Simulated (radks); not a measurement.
Question: The mean radii <r> (bohr) of the occupied orbitals of an atom or ion are listed with their occupations. All-electron calculation, scalar-relativistic Kohn-Sham, r2SCAN, spin-unpolarised, spherical densities, finite nucleus; meta-GGA in the generalised Kohn-Sham scheme; Fermi nuclear charge, rms radius of each element as measured or else 0.836 A^(1/3) + 0.57 fm. Program: a radial shooting solver on a logarithmic mesh with Libxc functionals.

| orbital | occ. | <r> |
|---|---|---|
| 1s | 2 | 0.02112 |
| 2s | 2 | 0.08975 |
| 2p | 6 | 0.07946 |
| 3s | 2 | 0.2342 |
| 3p | 6 | 0.2332 |
| 3d | 10 | 0.2121 |
| 4s | 2 | 0.5302 |
| 4p | 6 | 0.5617 |
| 4d | 10 | 0.6101 |
| 5s | 2 | 1.305 |
| 5p | 6 | 1.538 |
| 4f | 10 | 0.8720 |
| 6s | 1 | 3.807 |

Name the element and its charge.

Answer: Z = 66, dysprosium, charge +1: Dy+ in [Xe] 4f10 6s1. The 1s radius gives Z: for a bare nucleus <r> = (2 gamma + 1)/(2Z) with gamma = sqrt(1 - (Z/c)^2), 0.02085 bohr for Z = 66, and screening makes it slightly larger (0.02112 here). The occupations add up to 65, and the charge is Z minus that.
